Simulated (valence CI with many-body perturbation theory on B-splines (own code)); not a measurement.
## Sm22+: key properties

Method: configuration interaction combined with many-body perturbation theory (CI+MBPT): four valence electrons over a frozen Dirac-Fock core [Kr], radial functions for each j: 7 s, 7 p, 8 d, 6 f, 4 g, 1 h, with the one-electron correlation potential Σ1, the two-electron term Σ2, the three-electron term Σ3, Breit, model QED; selected CI, second order for the rest, scaled by the run's own slope (own B-spline code, finite nucleus).

No measured levels were compared; by estimate terms of the open shell hold to 2 to 4 % of their energy, and close levels can change places. Only levels of the ground parity were solved; by the run's estimate the other parity begins above the list, which can be wrong where configurations are misplaced.

Levels are named by their leading jj configuration (3d3/2^4 stands for four electrons in 3d with j = 3/2), which in mixed levels can hold well under half, so a name can repeat and another be missing.

Rates and lifetimes use the calculated energies. Strong lines usually hold to 10 to 20 %, long lifetimes can be off by a factor of two.

Problem. What is the ground level?

Solution. (4d3/2^4) J=0, composition 48 % 4d4 3P + 44 % 4d4 5D + 7 % 4d4 1S.

Problem. How well does LS coupling describe the low levels?

Solution. Among the lowest 20 levels the leading LS term, summed over configurations, holds 55 % on average. For single configurations the figures are 54 % in LS and 81 % in jj coupling. Terms mix most in the J = 4 level at 7.414 eV, where the leading one holds 31 %.

Problem. Name the longest-lived excited levels whose lifetime is computed, and their main decay.

Solution. (4d3/2^3 4d5/2) J=4 at 7.414 eV lives 72800 s, mostly by E2 to (4d3/2^3 4d5/2) J=2.

Problem. What is the ionisation energy?

Solution. 703.5 eV; NIST lists 702 ± 4 eV (theoretical).
